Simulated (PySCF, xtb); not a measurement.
C₂H₆ClGa, SMILES C[CH2][GaH][Cl].

xtb 6.7.1 with GFN2-xTB at its own geometry gives an orbital gap of 4.38 eV and a dipole moment of 2.68 D.

The structure is a stationary point at ωB97X-D3(BJ)/def2-SVP. The structure was generated by enumeration; whether it is a known compound was not checked. One conformer was computed; it need not be the lowest.

**Question.** What does PBE/def2-TZVP (PySCF) give? (An estimate is asked for; the answer gives what the named calculation found.)

**Answer.** gap 4.44 eV (levels -6.59 and -2.14 eV), dipole 2.56 D.
